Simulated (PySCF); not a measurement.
CH3Si, multiplicity 2. Atoms are numbered in the order given.

```xyz
5

C     -0.0571    -1.0956     0.0000
Si     0.1201     0.5996     0.0000
H      0.7776    -1.7854     0.0000
H     -1.0478    -1.5434     0.0000
H     -1.0685     1.5087     0.0000
```
Charge 0, spin multiplicity 2.

Coordinates come from a PBE0-D3(BJ)/def2-TZVP optimisation. The isomer is the one that the SMILES or the coordinates give; other isomers of the formula were not compared.

These are M06-2X/def2-TZVPD (PySCF) values and carry that method's errors.

Mulliken values depend strongly on the basis, most of all with diffuse functions as here. Atomic charges (e):

```
atom  Mulliken  meta-Löwdin  Mulliken spin
----  --------  -----------  -------------
C1       -0.48          [?]          -0.10
Si2       0.06          [?]           0.94
H3        0.21          [?]           0.00
H4        0.18          [?]           0.04
H5        0.02          [?]           0.12
```

Q: What belongs in the gaps? (The exact figures need the calculation; the answer reports its results.)

A: 
- C1, meta-Löwdin: -0.60
- Si2, meta-Löwdin: 0.38
- H3, meta-Löwdin: 0.14
- H4, meta-Löwdin: 0.14
- H5, meta-Löwdin: -0.06
